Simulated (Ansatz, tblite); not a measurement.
Spin states of the cluster V₂N₂, each relaxed with PBE-D4/def2-SVP in Ansatz. Electronic energies in the gas phase.

The xTB rows come from tblite. Correlated methods freeze 12 core orbitals; core or outer-core shells of V are correlated, in sets that lack core-valence functions. The structure comes from a short search, and lower isomers may exist.

Singlet geometry (C2v within 0.1 Å):

```xyz
4

V    -0.095    1.163    0.276
V     0.125   -0.579    1.043
N     0.701   -0.222   -0.706
N    -0.730   -0.362   -0.613
```

Triplet geometry (C2v within 0.1 Å):

| atom | x (Å) | y (Å) | z (Å) |
| --- | --- | --- | --- |
| V1 | -0.732 | 0.488 | 0.876 |
| V2 | -0.773 | -0.384 | -0.893 |
| N3 | 0.708 | -0.651 | 0.305 |
| N4 | 0.797 | 0.547 | -0.288 |

Quintet geometry (C2v within 0.1 Å):

```xyz
4

V    -0.244    1.087   -0.675
V    -0.654   -0.142    1.118
N     0.955   -0.150    0.116
N    -0.058   -0.796   -0.559
```

⟨S²⟩: triplet 2.76 at PBE0-D4/def2-TZVP (pure 2.00), quintet 6.39 at PBE0-D4/def2-TZVP (pure 6.00).

Run but left out: HF/STO-3G, BHLYP-D4/def2-TZVP (singlet: restricted singlet, unstable in another Hartree–Fock run and untested here); PBE0-D4/def2-TZVP (singlet: restricted singlet, unstable towards broken spin symmetry); LC-ωPBE/def2-TZVP, ωB97X-V/def2-TZVP (triplet: ⟨S²⟩ 2.85 to 3.18, where a pure state has 2.00); LC-ωPBE/def2-TZVP, ωB97X-V/def2-TZVP (quintet: ⟨S²⟩ 6.55 to 6.75, where a pure state has 6.00).

Only these spin states were relaxed. Higher spins weren't run and may lie lower.

(1) Estimate which spin state lies lowest at each of these levels, and by how much: GFN1-xTB; GFN2-xTB; LDA (SPW92)/def2-TZVP; PBE-D4/def2-TZVP; BLYP-D4/def2-TZVP; r2SCAN-D4/def2-TZVP; RPA@PBE/def2-TZVP.

Results:

(1) 
| level | triplet − singlet (kJ/mol) | quintet − singlet (kJ/mol) | lowest of these | remarks |
| --- | --- | --- | --- | --- |
| GFN1-xTB | -116.8 | -201.0 | quintet | – |
| GFN2-xTB | -105.6 | -132.2 | quintet | – |
| LDA (SPW92)/def2-TZVP | 31.3 | 100.2 | singlet | – |
| PBE-D4/def2-TZVP | 28.0 | 66.2 | singlet | – |
| BLYP-D4/def2-TZVP | 29.6 | 74.0 | singlet | – |
| r2SCAN-D4/def2-TZVP | 30.2 | 44.8 | singlet | spin-contaminated (⟨S²⟩ 2.27) (triplet) |
| RPA@PBE/def2-TZVP | 26.9 | 61.4 | singlet | test for broken spin undecided (singlet) |

The xTB methods have no spin-polarisation term.
